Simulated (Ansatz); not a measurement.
Consider the ligand exchange at the Si–C bond: `N[CH]([SiH3])[GeH3]` + `CC[TeH]` → `CC[Te][SiH3]` + `N[CH2][GeH3]`.

Program: Ansatz. Geometries: PBE0-D4/def2-TZVP. ΔE: electronic, gas phase. CBS: MP2 limit from def2 TZ/QZ plus the TZ coupled-cluster correction, frozen cores. DFT in def2-TZVPP. B3LYP here is the variant with VWN-RPA as its local correlation; programs differ in this. def2 core potentials past Kr. For Ge, Te outer-core shells are correlated without core-valence functions, which leaves a few kJ/mol of doubt a bond. Scalar relativity is left out up to krypton. One conformer a species, not always the lowest.

```
              species  B3LYP-D4 energy (Eh)
`N[CH]([SiH3])[GeH3]`           -2464.88368
            `CC[TeH]`            -347.97529
       `CC[Te][SiH3]`            -638.72827
       `N[CH2][GeH3]`           -2174.15506
```

Question: Work out ΔE.

Answer: ΔE = (-638.72827) + (-2174.15506) − (-2464.88368) − (-347.97529) = -0.02436 Eh = -0.66 eV. CCSD(T)/CBS gives -0.67 eV.

Largest T1 diagnostic among the species: 0.011.

In def2-TZVPP, CCSD(T) changes the Hartree–Fock value by +0.10 eV (the triples alone add +0.00 eV) and MP2 by +0.04 eV. The D4 term adds +0.04 eV with B3LYP and +0.02 eV with PBE0; it sums over pairs of atoms, weighted by their polarisabilities, and B3LYP, whose exchange is more repulsive, gets the larger term.
